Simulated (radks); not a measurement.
Fractional charge and spin in the 2s shell of nitrogen: the spin-up occupation runs from 0 to 1 and the spin-down occupation from 0 to 1; the fullest corner is N+, [He] 2p(up 1, down 1) 2s(up 1, down 1). Method: non-relativistic Kohn-Sham, SCAN, spin-polarised, spherical densities, point nucleus; meta-GGA in the generalised Kohn-Sham scheme; computed with a radial shooting solver on a logarithmic mesh with Libxc functionals. Energy (eV) above the fullest corner. The planes named below are the two flat planes that join the four corners, with an edge along up + down = one added electron.

\begin{tabular}{lrrrrr}
down \ up & 0 & 0.25 & 0.5 & 0.75 & 1 \\ \hline
0 & 99.573 & 83.367 & 68.063 & 53.688 & 40.349 \\
0.25 & 83.367 & 68.382 & 54.333 & 41.179 & 29.012 \\
0.5 & 68.063 & 54.333 & 41.515 & 29.544 & 18.537 \\
0.75 & 53.688 & 41.179 & 29.544 & 18.726 & 8.821 \\
1 & 40.349 & 29.012 & 18.537 & 8.821 & 0.000 \\
\end{tabular}

Corners above the fullest one (they belong to N2+ and the next ion): (up 1, down 0) 40.349 eV, (up 0, down 1) 40.349 eV, (up 0, down 0) 99.573 eV. With half an added electron in each spin the energy lies 1.166 eV from the planes, and with half an added electron in spin up alone -1.898 eV. The planes are only a guide here: the flat-plane condition holds for ground states with one frontier orbital, while this shell lies below other occupied shells, so the corners above the fullest one are inner-hole states and not the ground states of those ions.
